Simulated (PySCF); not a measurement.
All values are calculated (PySCF): shieldings: GIAO PBE0/pcSseg-1, GFN2-xTB geometry. One conformer, fast rotation and ring inversion assumed for equivalent nuclei, relativity neglected, no solvent.

δ = σ(ref) − σ, references computed at the same level: 1H, 13C vs TMS. Acid and N–H amide carbonyl carbons lie up to 10 ppm further downfield in solution (hydrogen bonding). Shifts are as computed. Against solution values, carbons near 30 ppm lie about +3 ppm off and those near 130 ppm about +5 ppm. Of 1211 compounds with measured shifts, 218 miss one by over three times the rms of a fit or turn the order of signals round; such compounds aren't used in these exercises. OH and NH positions are gas-phase values without hydrogen bonding to other molecules.

Task: Order these molecules by the shift of their most shielded carbon, lowest δ first.
A. CN(C)c1ccco1
B. CCOCO/C(F)=C/F
C. COCC(C)(C)C

Result: B (17.3 ppm, methyl carbon), C (28.2 ppm, methyl carbon), A (39.8 ppm, methyl carbon bonded to N).

Task: How many 13C and 1H signals does each give (equivalence by symmetry and fast rotation, but not about amide C–N or C=N bonds)? `CCOCO/C(F)=C/F`, `COCC(C)(C)C`, `CN(C)c1ccco1`, `C=C/C=C/NC(C)=O`

Result: CCOCO/C(F)=C/F: 5 C, 4 H; COCC(C)(C)C: 4 C, 3 H; CN(C)c1ccco1: 5 C, 4 H; C=C/C=C/NC(C)=O: 6 C, 7 H.
